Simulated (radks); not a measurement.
Values are calculated unless marked as measured or tabulated.
The silicon anion Si4-, [Ar], held by a Watson sphere: a shell of charge +4 at radius R that stands for the Madelung well of a crystal (potential energy -4/R inside, -4/r outside, in hartree with lengths in bohr). Code: a radial shooting solver on a logarithmic mesh with Libxc functionals. Model: non-relativistic Kohn-Sham, PBE, spin-unpolarised, spherical densities, point nucleus. Response by self-consistent Sternheimer equations with the Hartree and adiabatic LDA kernel. The sphere does not respond.

\begin{tabular}{lrrrrrrr}
R (bohr) & e(2p) (eV) & e(3s) (eV) & e(3p) (eV) & <r> 3p (bohr) & sum of <r^2> (bohr^2) & X-ray form factor at sin(theta)/lambda = 0.3 1/angstrom & alpha (bohr^3) \\ \hline
1.87 & -93.605 & -15.883 & -8.185 & 2.320 & 49.93 & 8.047 & 30.30 \\
2.96 & -91.980 & -11.959 & -6.135 & 2.908 & 74.74 & 8.061 & 67.70 \\
3.47 & -92.232 & -10.680 & -5.281 & 3.190 & 88.32 & 8.142 & 99.69 \\
3.7 & -92.331 & -10.212 & -4.941 & 3.318 & 94.83 & 8.168 & 118.5 \\
3.76 & -92.354 & -10.100 & -4.857 & 3.352 & 96.56 & 8.173 & 123.9 \\
4.52 & -92.547 & -9.004 & -3.955 & 3.786 & 120.2 & 8.203 & 215.1 \\
\end{tabular}
